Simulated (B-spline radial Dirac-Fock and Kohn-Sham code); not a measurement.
# f′ and f″ of Nb, 929 eV to 7.585 keV

The computed values come from an atomic code on a B-spline grid: the dispersion relation over Dirac-Hartree-Slater subshell photoionisation cross sections, with the Kissel-Pratt high-energy constant (isolated atom, no bound-bound lines or fine structure). The forward scattering factor is f₀ + f′ + i f″.

Edges near this range: L1 2698.0 eV, L2 2465.0 eV, L3 2371.0 eV.

```
hν (eV)  λ (Å)   f′ (e)  f″ (e)  tabulated f′  tabulated f″
    929  13.35   -7.035  10.964             –         10.69
   1000  12.40   -6.768  10.018         -6.69          9.76
   1033  12.00   -6.680   9.620         -6.58          9.31
 1253.6  9.890   -6.488   7.492         -6.44          7.03
   1313  9.443   -6.522   7.042         -6.50          6.59
   1431  8.664   -6.671   6.266         -6.63          5.84
 1486.9  8.338   -6.775   5.944         -6.77          5.52
   1574  7.877   -6.977   5.492         -6.99          5.07
   2000  6.199   -8.900   3.900         -8.98          3.58
   2255  5.498  -12.226   3.266        -12.39          3.04
   2654  4.672   -9.281  13.115         -9.78         12.98
   2761  4.491   -7.429  14.227         -7.29         13.99
 2984.4  4.154   -4.438  12.684         -4.40         12.55
   3349  3.702   -2.261  10.647         -2.26         10.47
   4000  3.100   -0.675   8.080         -0.69          7.87
 4510.9  2.749   -0.178   6.671         -0.19          6.50
 5414.7  2.290    0.116   4.949          0.10          4.81
   5637  2.199        ?       ?             ?             ?
   6000  2.066    0.134   4.169          0.12          4.03
 6403.9  1.936    0.110   3.734          0.10          3.61
 6930.3  1.789    0.054   3.265          0.04          3.16
   7585  1.635   -0.035   2.798         -0.05          2.72
```

Q: What are f′ and f″ at 5637 eV?

A: f′ = 0.133 and f″ = 4.628 electrons (tables: 0.12 and 4.49). By the optical theorem f″ corresponds to a photoabsorption cross section 2 rₑ λ f″ = 57400 b.

Tabulated f′: xraylib 4.2 anomalous scattering factors (Cullen et al., EPDL97); f″: Chantler's tables (J. Phys. Chem. Ref. Data 1995 and 2000). Both are theoretical tables.
